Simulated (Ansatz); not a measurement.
AlH5SeSi (`[AlH2][Se][SiH3]`). Charge 0, multiplicity 1.

```csv
atom,x (Å),y (Å),z (Å)
Al1,-0.5003,0.2863,-1.8221
Se2,-0.8807,1.3405,0.1987
Si3,0.3406,-0.1494,1.4262
H4,0.3908,-1.0216,-1.8293
H5,-1.1517,0.9242,-3.1113
H6,0.2654,0.3054,2.8363
H7,1.7574,-0.1670,0.9857
H8,-0.2215,-1.5183,1.3158
```

(1) List the harmonic frequencies (cm⁻¹, unscaled) at PBE0-D4/def2-TZVP in Ansatz. (Estimate.)

(2) Is this a minimum?

(3) Give the ideal-gas thermochemistry at 298.15 K and 1 bar (rigid rotor, harmonic oscillator; point group Cs, symmetry number 1).

(4) And at 400, 500, 600, 800 and 1000 K?

(5) Rotational constants (cm⁻¹)?

## Answers

(1) Computed: 64, 102, 184, 389, 396, 459, 572, 601, 611, 759, 914, 939, 943, 1933, 1957, 2230, 2240, 2245.

(2) Yes, all 18 modes are real.

(3) Zero-point energy 104.9 kJ/mol; H(298) − E = 124.6 kJ/mol; entropy 344.8 J/(mol·K), of which translation 170.4, rotation 112.5, vibration 61.9; G(298) − E = 21.8 kJ/mol. Modes under 100 cm⁻¹ are hindered rotations or soft bends, so the harmonic entropy is rough.

(4) 
```
T (K)  H − E (kJ/mol)  S (J/mol/K)  G − E (kJ/mol)
  400           135.4        375.6           -14.9
  500           147.1        401.9           -53.8
  600           159.9        425.1           -95.2
  800           187.8        465.1          -184.3
 1000           217.9        498.7          -280.8
```

(5) 0.1802, 0.09038, 0.06149.
